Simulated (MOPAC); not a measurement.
Job for MOPAC: PM3 on H3NSSn (SMILES [NH2][Sn][SH]), a point of a torsion scan.

```
PM3 1SCF PRECISE CHARGE=0 THREADS=1
H3NSSn

N     -1.55754047 1     0.15117423 1     0.12196923 1
Sn    -0.20702925 1    -0.21291426 1     1.68279176 1
S      1.88547790 1     0.51324121 1     0.57768760 1
H     -1.63077899 1     1.10451781 1    -0.21982223 1
H     -1.49889936 1    -0.42695235 1    -0.71009499 1
H      2.74103800 1     0.30020013 1     1.56705622 1
```

It printed:

```
*******************************************************************************
 **                                                                           **
 **                              MOPAC v23.2.5                                **
 **                                                                           **
 *******************************************************************************
 ** MOPAC's Digital Object Identifier: https://doi.org/10.5281/zenodo.6511958 **
 **                                                                           **
 ** Please cite the open-source release paper for use of this MOPAC version:  **
 ** J. E. Moussa and J. J. P. Stewart (2026)                                  **
 ** MOPAC: An open-source semiempirical molecular orbital program             **
 ** J. Open Source Softw., 11(119), 8025, https://doi.org/10.21105/joss.08025 **
 *******************************************************************************

                              PM3 CALCULATION RESULTS

 *******************************************************************************
 *  PM3        - The PM3 Hamiltonian to be used
 *
 *
 *
 *                 CHARGE ON SYSTEM = 0
 *
 *
 *
 *  PRECISE    - TIGHTER CRITERIA TO BE USED
 *  1SCF       - DO 1 SCF AND THEN STOP
 *  THREADS=1  - MULTI-THREADING NOT USED
 *  T=         - A TIME OF 172800.0 SECONDS REQUESTED
 *  DUMP=N     - RESTART FILE WRITTEN EVERY 7200.0 SECONDS REQUESTED
 *******************************************************************************
PM3 1SCF PRECISE CHARGE=0 THREADS=1
 H3NSSn

   ATOM   CHEMICAL          X               Y               Z
  NUMBER   SYMBOL      (ANGSTROMS)     (ANGSTROMS)     (ANGSTROMS)

     1       N         -1.55754047  *   0.15117423  *   0.12196923  *
     2      Sn         -0.20702925  *  -0.21291426  *   1.68279176  *
     3       S          1.88547790  *   0.51324121  *   0.57768760  *
     4       H         -1.63077899  *   1.10451781  *  -0.21982223  *
     5       H         -1.49889936  *  -0.42695235  *  -0.71009499  *
     6       H          2.74103800  *   0.30020013  *   1.56705622  *



          CARTESIAN COORDINATES

    NO.       ATOM           X           Y           Z

     1         N         -1.5575      0.1512      0.1220
     2        Sn         -0.2070     -0.2129      1.6828
     3         S          1.8855      0.5132      0.5777
     4         H         -1.6308      1.1045     -0.2198
     5         H         -1.4989     -0.4270     -0.7101
     6         H          2.7410      0.3002      1.5671

  H: (PM3): J. J. P. STEWART, J. COMP. CHEM. 10, 209 (1989).
  N: (PM3): J. J. P. STEWART, J. COMP. CHEM. 10, 209 (1989).
  S: (PM3): J. J. P. STEWART, J. COMP. CHEM. 10, 209 (1989).
 Sn: (PM3): J. J. P. STEWART, J. COMP. CHEM. 12, 320-341 (1991).

           Empirical Formula: H3 N Sn S  =     6 atoms



      MOLECULAR POINT GROUP   :   Cs


      RHF CALCULATION, NO. OF DOUBLY OCCUPIED LEVELS = 9


 -------------------------------------------------------------------------------
 PM3 1SCF PRECISE CHARGE=0 THREADS=1
 H3NSSn



     1SCF WAS SPECIFIED, SO BFGS WAS NOT USED
     SCF FIELD WAS ACHIEVED


                              PM3 CALCULATION
                                                       MOPAC v23.2.5 Linux




          FINAL HEAT OF FORMATION =         13.70268 KCAL/MOL =      57.33200 KJ/MOL


          COSMO AREA              =        121.68 SQUARE ANGSTROMS
          COSMO VOLUME            =        113.48 CUBIC ANGSTROMS

          IONIZATION POTENTIAL    =          9.184124 EV
          HOMO LUMO ENERGIES (EV) =         -9.184 -2.157
          NO. OF FILLED LEVELS    =          9
          MOLECULAR WEIGHT        =        167.7804         POINT GROUP:  Cs

          MOLECULAR DIMENSIONS (Angstroms)

            Atom       Atom       Distance
            H     6    H     5     4.86736
           Sn     2    S     3     2.03152
            H     4    H     5     1.57368


          SCF CALCULATIONS        =          1





   ATOM   CHEMICAL          X               Y               Z
  NUMBER   SYMBOL      (ANGSTROMS)     (ANGSTROMS)     (ANGSTROMS)

     1       N         -1.55754047  *   0.15117423  *   0.12196923  *
     2      Sn         -0.20702925  *  -0.21291426  *   1.68279176  *
     3       S          1.88547790  *   0.51324121  *   0.57768760  *
     4       H         -1.63077899  *   1.10451781  *  -0.21982223  *
     5       H         -1.49889936  *  -0.42695235  *  -0.71009499  *
     6       H          2.74103800  *   0.30020013  *   1.56705622  *

                             CARTESIAN COORDINATES

   1    N       -1.557540470     0.151174230     0.121969230
   2   Sn       -0.207029250    -0.212914260     1.682791760
   3    S        1.885477900     0.513241210     0.577687600
   4    H       -1.630778990     1.104517810    -0.219822230
   5    H       -1.498899360    -0.426952350    -0.710094990
   6    H        2.741038000     0.300200130     1.567056220


           Empirical Formula: H3 N Sn S  =     6 atoms



      MOLECULAR POINT GROUP   :   Cs


                  EIGENVALUES
 -27.70928 -26.46142 -15.18271 -14.91185 -13.59699 -12.01892  -9.93475  -9.70539
  -9.18412  -2.15687  -1.16863   0.07403   1.21879   4.14076   5.01633


              NET ATOMIC CHARGES AND DIPOLE CONTRIBUTIONS

  ATOM NO.   TYPE          CHARGE      No. of ELECS.   s-Pop       p-Pop
    1          N          -0.362902        5.3629     1.49376     3.86914
    2         Sn           0.586533        3.4135     1.83614     1.57733
    3          S          -0.371008        6.3710     1.91422     4.45678
    4          H           0.055015        0.9450     0.94499
    5          H           0.057605        0.9424     0.94240
    6          H           0.034757        0.9652     0.96524
 DIPOLE           X         Y         Z       TOTAL
 POINT-CHG.    -1.616    -1.554     3.506     4.162
 HYBRID         0.928     0.959    -2.303     2.662
 SUM           -0.689    -0.595     1.203     1.508


          ATOMIC ORBITAL ELECTRON POPULATIONS

     Atom    s        px        py        pz
    1  N   1.49376   1.63878   1.05905   1.17131
    2 Sn   1.83614   0.51640   0.30309   0.75785
    3  S   1.91422   1.34748   1.76535   1.34395
    4  H   0.94499
    5  H   0.94240
    6  H   0.96524

 **********************
 *                    *
 * JOB ENDED NORMALLY *
 *                    *
 **********************




 == MOPAC DONE ==
```

The run finished.

Cost: very roughly 0.010 core-seconds.
